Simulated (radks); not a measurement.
Q: Valence configurations of the neodymium ion Nd+ (all share [Xe]). Method: Dirac Kohn-Sham, BLYP, spin-unpolarised, spherical densities, finite nucleus; open shells fill j = l - 1/2 first; Fermi nuclear charge, rms radius 4.9123 fm; computed with a radial shooting solver on a logarithmic mesh with Libxc functionals. Order these by energy: 4f4 5d1; 4f3 6s0.5 6p1.5; 4f4 6s1; 4f3.5 5d0.5 6p1; 4f3 5d1 6s1; 4f4.5 6s0.5; 4f3 6s2; 4f3 5d1 6p1; 4f3.5 5d0.5 6s1; 4f3 6s1 6p1.

A: From the lowest, in eV above it: 4f4 6s1 0.000; 4f3.5 5d0.5 6s1 0.568; 4f4.5 6s0.5 0.910; 4f4 5d1 1.094; 4f3 5d1 6s1 2.159; 4f3 6s2 2.304; 4f3.5 5d0.5 6p1 3.498; 4f3 5d1 6p1 5.186; 4f3 6s1 6p1 5.568; 4f3 6s0.5 6p1.5 7.233. NIST lists [Xe] 4f4 6s1 as the ground configuration; this level of theory agrees among the configurations tried. The energies are those of spherical spin-averaged densities, not of single terms.
